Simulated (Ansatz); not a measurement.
Relaxation of BrGaH$_{4}$O$_{3}$ (9 atoms, charge 0, multiplicity 1), to a largest force component of 0.03 eV/Å in at most 50 steps.

Method: RKS PBE-D4/def2-SVP in Ansatz 0.2.0.

```xyz
9
Properties=species:S:1:pos:R:3
Ga 0.062 0.531 -0.376
O -0.125 -0.077 2.526
H -1.100 -0.040 2.456
O 1.637 -0.114 -0.945
H 1.569 -1.023 -1.294
O -1.606 -0.121 -0.561
H -1.611 -1.040 -0.887
Br 0.128 2.749 0.509
H 0.107 0.888 2.537
```

Where does it end, and by what steps?

The run converged. After 26 steps the energy has fallen by 0.599 eV; H7 moved furthest, 1.02 Å. Joined: Ga1–O2.

```json
{"step": "0", "energy less start (eV)": "0.0000", "largest force component (eV/Å)": "0.839", "accepted": "yes"}
{"step": "1", "energy less start (eV)": "-0.1838", "largest force component (eV/Å)": "1.117", "accepted": "yes"}
{"step": "2", "energy less start (eV)": "-0.3683", "largest force component (eV/Å)": "1.035", "accepted": "yes"}
{"step": "3", "energy less start (eV)": "-0.4325", "largest force component (eV/Å)": "0.615", "accepted": "yes"}
{"step": "4", "energy less start (eV)": "-0.4788", "largest force component (eV/Å)": "0.475", "accepted": "yes"}
{"step": "5", "energy less start (eV)": "-0.4998", "largest force component (eV/Å)": "0.379", "accepted": "yes"}
{"step": "6", "energy less start (eV)": "-0.4777", "largest force component (eV/Å)": "1.623", "accepted": "no"}
{"step": "7", "energy less start (eV)": "-0.5165", "largest force component (eV/Å)": "0.290", "accepted": "yes"}
{"step": "8", "energy less start (eV)": "-0.5328", "largest force component (eV/Å)": "0.375", "accepted": "yes"}
{"step": "9", "energy less start (eV)": "-0.5401", "largest force component (eV/Å)": "0.763", "accepted": "yes"}
{"step": "10", "energy less start (eV)": "-0.5570", "largest force component (eV/Å)": "0.284", "accepted": "yes"}
{"step": "11", "energy less start (eV)": "-0.5326", "largest force component (eV/Å)": "0.892", "accepted": "no"}
{"step": "12", "energy less start (eV)": "-0.5676", "largest force component (eV/Å)": "0.151", "accepted": "yes"}
{"step": "13", "energy less start (eV)": "-0.5706", "largest force component (eV/Å)": "0.142", "accepted": "yes"}
{"step": "14", "energy less start (eV)": "-0.5546", "largest force component (eV/Å)": "1.231", "accepted": "no"}
{"step": "15", "energy less start (eV)": "-0.5753", "largest force component (eV/Å)": "0.133", "accepted": "yes"}
{"step": "16", "energy less start (eV)": "-0.5805", "largest force component (eV/Å)": "0.060", "accepted": "yes"}
{"step": "17", "energy less start (eV)": "-0.5776", "largest force component (eV/Å)": "0.770", "accepted": "no"}
{"step": "18", "energy less start (eV)": "-0.5837", "largest force component (eV/Å)": "0.111", "accepted": "yes"}
{"step": "19", "energy less start (eV)": "-0.5864", "largest force component (eV/Å)": "0.304", "accepted": "yes"}
{"step": "20", "energy less start (eV)": "-0.5891", "largest force component (eV/Å)": "0.313", "accepted": "yes"}
{"step": "21", "energy less start (eV)": "-0.5929", "largest force component (eV/Å)": "0.151", "accepted": "yes"}
{"step": "22", "energy less start (eV)": "-0.5866", "largest force component (eV/Å)": "0.224", "accepted": "no"}
{"step": "23", "energy less start (eV)": "-0.5965", "largest force component (eV/Å)": "0.125", "accepted": "yes"}
{"step": "24", "energy less start (eV)": "-0.5976", "largest force component (eV/Å)": "0.079", "accepted": "yes"}
{"step": "25", "energy less start (eV)": "-0.5984", "largest force component (eV/Å)": "0.067", "accepted": "yes"}
{"step": "26", "energy less start (eV)": "-0.5987", "largest force component (eV/Å)": "0.025", "accepted": "yes"}
```

```xyz
9
Properties=species:S:1:pos:R:3
Ga 0.165 0.482 -0.052
O 0.031 -0.037 2.006
H -0.875 -0.393 1.796
O 1.722 -0.113 -0.725
H 1.665 -1.073 -0.892
O -1.368 -0.539 -0.102
H -2.074 -0.165 -0.661
Br -0.077 2.787 0.111
H -0.126 0.804 2.484
```

Time of the run: 42 s on 4 threads of Arm Neoverse V2 (shared host), peak memory 0.2 GiB.
